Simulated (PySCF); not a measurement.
Question: What does the PBE0-D3(BJ)/def2-SVP structure of `[SiH3][GeH]([Cl])[Cl]` look like in three dimensions?

Answer: 
```
atom  x, y, z in Å
Si1   -1.2255   -0.2211   -0.2366
Ge2    1.0381    0.1445    0.3986
Cl3    2.2644   -1.1548   -0.8211
Cl4    1.5374    2.1837   -0.1248
H5    -1.3057    0.0120   -1.7058
H6    -1.6058   -1.6249    0.0963
H7    -2.0983    0.7384    0.5004
H8     1.4844   -0.0668    1.8528
```

Orientation and origin are arbitrary. Atoms count from 1 in this order. Si1 (SiH3 silicon) is tetrahedral (angles from 106.9° to 110.8°). Ge2 (germanium bonded to 2 Cl, Si and H) is distorted tetrahedral (angles from 106.6° to 120.5°).

Bonds between heavy atoms (Å): Si1–Ge2 2.379, Ge2–Cl3 2.163, Ge2–Cl4 2.164.

Method used: PBE0-D3(BJ)/def2-SVP geometry optimisation, gas phase (PySCF).

No PBE0-D3(BJ)/def2-SVP frequencies stand behind this structure, so it isn't proved a minimum.
